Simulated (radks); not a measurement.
All-electron atom: Gd33+ in [Ar] 3d10 4s2 5p1 (not the ground configuration). Method: scalar-relativistic Kohn-Sham, Wu-Cohen GGA, spin-polarised, spherical densities, point nucleus; open shells are filled with parallel spins first (spin-orbit coupling, left out, can overturn this in heavy ions); computed with a radial shooting solver on a logarithmic mesh with Libxc functionals.

Local quantities along the radius. ELF = 1/(1 + alpha^2) is the electron localisation function; alpha = (tau - tau_W)/tau_unif compares the Pauli kinetic energy density with that of the uniform gas (summed over spins); s = |grad rho|/(2 (3 pi^2)^(1/3) rho^(4/3)) is the reduced gradient. tau is taken from the large components.

r (bohr)    ELF    alpha       s
0.000784  0.999  0.02283  0.9668
0.001013  0.999  0.02302  0.8393
0.001308  0.999  0.02366  0.7418
0.001703  0.999  0.02494  0.6666
0.0022    0.999  0.02702  0.6140
0.002842  0.999  0.03030  0.5783
0.003672  0.999  0.03543  0.5574
0.004743  0.998  0.04362  0.5502
0.006176  0.997  0.05776  0.5572
0.007978  0.993  0.08208  0.5786
0.01031   0.984   0.1281  0.6153
0.01331   0.953   0.2226  0.6658
0.0172    0.846   0.4272  0.7172
0.02221   0.586   0.8410  0.7228
0.02892   0.346    1.375  0.5911
0.03736   0.359    1.337  0.3705
0.04826   0.579   0.8528  0.2797
0.06234   0.745   0.5857  0.3464
0.08053   0.700   0.6544  0.4697
0.1049    0.419    1.177  0.5006
0.1355    0.348    1.368  0.2899
0.175     0.630   0.7663  0.2379
0.226     0.778   0.5342  0.4265
0.292     0.649   0.7360  0.7444
0.3802    0.259    1.693   1.043
0.4911    0.228    1.839   1.211
0.6344    0.037    5.131   1.557
0.8195    0.174    2.179  0.8166
1.059     0.453    1.099   2.219
1.378     0.101    2.985   7.306
1.78      0.002    25.41   33.22

On this mesh the ELF has minima near r = 0.033, 0.12, 0.43, 0.63 bohr, which separate the shells, and maxima near 0.071 (0.75), 0.23 (0.78), 0.49 (0.23), 1.1 (0.45).
